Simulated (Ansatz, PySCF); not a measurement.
Molecule: sum formula LiOH (charge 0, singlet). SMILES: [Li][OH]
Geometry: optimised at B3LYP-D3(BJ)/def2-TZVP (Ansatz, a quantum-chemistry and plane-wave program).

Wanted: atomisation energy (electronic, to ground-state atoms), in kcal/mol. Cores are frozen in the correlated levels unless marked. UHF or UKS for open shells. No spin-orbit coupling. No relativistic terms. The coupled-cluster limit lacks core correlation, which all-electron functionals hold. CBS(X,Y): correlation extrapolated as X^-3; Hartree-Fock from the larger set.

```json
[
 {"level": "revPBE-D4/def2-TZVPD", "program": "Ansatz + dftd4", "atomisation energy (kcal/mol)": "[?]"},
 {"level": "PBE0/def2-TZVP", "program": "Ansatz", "atomisation energy (kcal/mol)": "201.1"},
 {"level": "BHLYP-D4/def2-TZVPD", "program": "Ansatz + dftd4", "atomisation energy (kcal/mol)": "196.7"},
 {"level": "BHLYP/def2-TZVPD", "program": "Ansatz", "atomisation energy (kcal/mol)": "196.3"},
 {"level": "TPSSh/def2-TZVPD", "program": "PySCF", "atomisation energy (kcal/mol)": "[?]"},
 {"level": "PW6B95-D3(BJ)/def2-TZVPD", "program": "PySCF + dftd3", "atomisation energy (kcal/mol)": "206.5"},
 {"level": "MN15-D3(BJ)/def2-TZVPD", "program": "PySCF + dftd3", "atomisation energy (kcal/mol)": "214.6"},
 {"level": "HSE06/def2-TZVPD", "program": "Ansatz", "atomisation energy (kcal/mol)": "202.7"},
 {"level": "CAM-B3LYP-D3(BJ)/def2-TZVPD", "program": "Ansatz + dftd3", "atomisation energy (kcal/mol)": "211.3"},
 {"level": "CAM-B3LYP/def2-TZVPD", "program": "Ansatz", "atomisation energy (kcal/mol)": "211.0"},
 {"level": "B2PLYP/def2-TZVPD", "program": "Ansatz", "atomisation energy (kcal/mol)": "207.8"},
 {"level": "SCS-MP2/6-31G*", "program": "Ansatz", "atomisation energy (kcal/mol)": "181.7"},
 {"level": "SCS-MP2/def2-SVPD", "program": "Ansatz", "atomisation energy (kcal/mol)": "204.6"},
 {"level": "CCSDT/def2-SVP", "program": "Ansatz", "atomisation energy (kcal/mol)": "188.5"},
 {"level": "CCSD(T)/CBS(def2-TZVPPD,def2-QZVPPD)", "program": "Ansatz", "atomisation energy (kcal/mol)": "[?]"}
]
```

Question: Fill in the missing entries.

Answer: 
- revPBE-D4/def2-TZVPD, atomisation energy (kcal/mol): 204.9
- TPSSh/def2-TZVPD, atomisation energy (kcal/mol): 203.2
- CCSD(T)/CBS(def2-TZVPPD,def2-QZVPPD), atomisation energy (kcal/mol): 211.6
